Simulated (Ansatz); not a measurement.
A run for Ansatz (an electronic-structure program): R-CCSD(T)/def2-SVP on C2H6FIn (SMILES C[CH2][InH][F]), a point of a torsion scan. Elements past Kr take the def2 small-core potentials; no spin–orbit coupling. The run froze 12 orbitals, filled d shells among them.

Ansatz 0.2 input:
```yaml
crystal:
  periodic: [false, false, false]
  atoms:
    - {symbol: C, position_ang: [-1.14943072, 0.20880648, -0.71057704]}
    - {symbol: C, position_ang: [-0.53751367, -0.15884054, 0.62762875]}
    - {symbol: In, position_ang: [1.69895467, -0.38811399, 0.41103651]}
    - {symbol: F, position_ang: [2.47995773, 1.31440351, -0.21981638]}
    - {symbol: H, position_ang: [-1.07373667, -0.61521645, -1.42156013]}
    - {symbol: H, position_ang: [-2.20424209, 0.45861039, -0.58685409]}
    - {symbol: H, position_ang: [-0.64374797, 1.08062324, -1.13218680]}
    - {symbol: H, position_ang: [-0.65248652, 0.64831561, 1.35116749]}
    - {symbol: H, position_ang: [-0.94462427, -1.08311604, 1.03214618]}
    - {symbol: H, position_ang: [3.02401377, -1.49772727, 0.64221241]}
basis:
  gaussian:
    orbitals: def2-SVP
magnetization: {spin_polarized: false}
correlation: {method: ccsd_t, electrons: outside_noble_gas}
scf: {lower_state_search: off}
```

Program output:

```
WARN ansatz: RAYON_NUM_THREADS=1 ignored (pool sized by the plan → 1); use --threads N
Functional definition: HF
these checks for a lower state are left out or cut short: stability, starts, cluster_reference, orbital_swaps, neighbouring_geometries, increment
integrals: 0.13 GiB planned
1070 factors; integrals over basis functions are off by at most 1.2e-3 eV
mean field: 0.28 GiB planned
mean field evaluation 1: about -10002.7282 eV, gradient 4.0e1 eV
mean field evaluation 2: about -10002.8211 eV, gradient 4.0e1 eV
mean field evaluation 4: about -10006.5866 eV, gradient 3.1e0 eV
mean field evaluation 8: about -10006.6382 eV, gradient 2.3e-1 eV
mean field -10006.63845012 eV, -367.7371802986 hartree, gradient 1.4e-6 eV, S^2 0.000000; 0 other end points of the search recorded, 0 dependent functions left out
12 core orbitals not correlated, not the lowest: weight in the atoms' cores, before any rotation towards them, 0.831 or more for the frozen orbitals, at most 0.259 for the correlated occupied ones
reference -10006.63845012 eV, -367.7371802986 hartree; 12, 12 occupied and 74, 74 virtual orbitals, 1070 factors
second order -14.71729391 eV of doubles, -0.00000000 eV of singles
coupled cluster: 0.35 GiB planned
cycle   1  -15.30372007 eV  change   -5.9e-1 eV  update   9.9e-2
cycle   2  -15.68002336 eV  change   -3.8e-1 eV  update   3.3e-2
cycle   3  -15.81363456 eV  change   -1.3e-1 eV  update   2.0e-2
cycle   4  -15.81725784 eV  change   -3.6e-3 eV  update   5.3e-3
cycle   5  -15.81417484 eV  change    3.1e-3 eV  update   2.6e-3
cycle   6  -15.81412677 eV  change    4.8e-5 eV  update   8.4e-4
cycle   7  -15.81404281 eV  change    8.4e-5 eV  update   3.1e-4
cycle   8  -15.81396359 eV  change    7.9e-5 eV  update   1.0e-4
cycle   9  -15.81396304 eV  change    5.5e-7 eV  update   3.9e-5
cycle  10  -15.81397800 eV  change   -1.5e-5 eV  update   1.5e-5
perturbative correction -0.37424031 eV, -0.0137530777 hartree
Total energy: -10022.82666842 eV, -368.3320863485 hartree
Checks for a lower state left out: stability, starts, cluster_reference, orbital_swaps, neighbouring_geometries, increment
```

The run converged.

Cost: very roughly 7 core-seconds.
